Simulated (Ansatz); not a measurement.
Mulliken charges of CH₄BCl₃Si (`CB[Si](Cl)(Cl)Cl`) from PBE/def2-TZVPP in Ansatz (PBE0-D4/def2-TZVP geometry).

```json
{"atom": "C1", "x (Å)": "0.374", "y (Å)": "-1.401", "z (Å)": "0.731", "charge (e)": "-0.281"}
{"atom": "B2", "x (Å)": "0.726", "y (Å)": "0.021", "z (Å)": "0.251", "charge (e)": "-0.007"}
{"atom": "Si3", "x (Å)": "-0.558", "y (Å)": "1.175", "z (Å)": "-0.778", "charge (e)": "0.461"}
{"atom": "Cl4", "x (Å)": "-2.405", "y (Å)": "0.324", "z (Å)": "-1.024", "charge (e)": "-0.192"}
{"atom": "Cl5", "x (Å)": "0.228", "y (Å)": "1.507", "z (Å)": "-2.641", "charge (e)": "-0.179"}
{"atom": "Cl6", "x (Å)": "-0.832", "y (Å)": "2.979", "z (Å)": "0.149", "charge (e)": "-0.182"}
{"atom": "H7", "x (Å)": "-0.043", "y (Å)": "-1.217", "z (Å)": "1.740", "charge (e)": "0.114"}
{"atom": "H8", "x (Å)": "-0.416", "y (Å)": "-1.909", "z (Å)": "0.176", "charge (e)": "0.110"}
{"atom": "H9", "x (Å)": "1.231", "y (Å)": "-2.060", "z (Å)": "0.881", "charge (e)": "0.118"}
{"atom": "H10", "x (Å)": "1.777", "y (Å)": "0.529", "z (Å)": "0.519", "charge (e)": "0.038"}
```

Problem. By hand: the dipole of these point charges (1 e Å = 4.8032 D).

Solution. Σ q r = (0.367, -0.511, 0.418) e Å, of length 0.755 e Å = 3.63 D.

Problem. How does the dipole of the full density compare? (Best estimate.)

Solution. The calculation gave: (0.184, -0.355, 0.275) e Å, 2.33 D; the point charges give 1.56 times that, at 7° from its direction.

Point charges leave out the atoms' own dipoles, such as those of lone pairs, and Mulliken's split depends on the basis, so the two needn't agree.
